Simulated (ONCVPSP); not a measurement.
# An all-electron radial function and its pseudo partner (copper (Cu))

Columns: radius, all-electron u(r) and pseudo u(r) of the 3p shell (level -72.03 eV) of copper in the configuration [Ne] 3s2 3p6 3d10 4s1; LDA (Perdew-Wang 92), scalar-relativistic, ONCV scheme, ONCVPSP 4.0.1.

| r (bohr) | all-electron | pseudo |
| --- | --- | --- |
| 0.070 | -0.4827 | 0.0441 |
| 0.140 | -0.6405 | 0.1690 |
| 0.210 | -0.3348 | 0.3539 |
| 0.280 | 0.1368 | 0.5703 |
| 0.350 | 0.5779 | 0.7868 |
| 0.420 | 0.9086 | 0.9752 |
| 0.490 | 1.1164 | 1.1156 |
| 0.560 | 1.2190 | 1.1985 |
| 0.630 | 1.2416 | 1.2240 |
| 0.700 | 1.2093 | 1.2005 |
| 0.770 | 1.1425 | 1.1402 |
| 0.840 | 1.0562 | 1.0564 |
| 0.910 | 0.9611 | 0.9614 |
| 0.980 | 0.8642 | 0.8641 |
| 1.050 | 0.7700 | 0.7698 |
| 1.120 | 0.6812 | 0.6811 |
| 1.190 | 0.5992 | 0.5991 |
| 1.260 | 0.5248 | 0.5247 |
| 1.330 | 0.4579 | 0.4578 |
| 1.400 | 0.3983 | 0.3983 |
| 1.470 | 0.3456 | 0.3456 |
| 1.540 | 0.2993 | 0.2992 |
| 1.610 | 0.2587 | 0.2586 |
| 1.680 | 0.2233 | 0.2232 |
| 1.750 | 0.1924 | 0.1924 |
| 1.820 | 0.1657 | 0.1657 |

**Question.** How many radial nodes do the two functions have?

**Answer.** The all-electron 3p function has n − l − 1 = 1; the pseudo-wave has 0, since the states of the same l below it are removed with the core.

**Question.** At about which radius was the pseudo-wave matched?

**Answer.** 1.10 bohr. The columns agree to 0.0005 from 0.84 bohr on; several derivatives are matched, so the curves merge somewhat inside the radius.

**Question.** Is the pseudo-wave norm-conserving?

**Answer.** Yes: the ONCV scheme keeps the norm inside the radius equal to the all-electron one, which fixes the energy derivative of the logarithmic derivative at the level.
